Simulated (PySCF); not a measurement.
Computed Raman spectrum (relative Raman activity) of a molecule C₃H₅ClOSi. Geometry: PBE0-D3(BJ)/def2-SVP. One conformer was computed; it need not be the lowest. Computed with PBE0-D3(BJ)/def2-SVP run with PySCF. Frequencies are harmonic and unscaled.

ν (cm⁻¹): 53 (vw), 203 (vw), 350 (w), 444 (vw), 536 (w), 675 (w), 718 (vw), 856 (w), 863 (w), 924 (w), 1186 (w), 1399 (w), 2245 (vs), 2315 (s), 3054 (vs), 3114 (s), 3492 (m), 3934 (s) (against the strongest line: vs over 80 %, s over 45 %, m over 15 %, w over 4 %, vw less)

Q: Identify the compound among the candidates.
A) C=CC(=O)[SiH2]Cl
B) C#CC[Si@@H](O)Cl
C) CC#C[Si@H](O)Cl
D) O=C1CC[Si@H]1Cl

A: B, C#CC[Si@@H](O)Cl
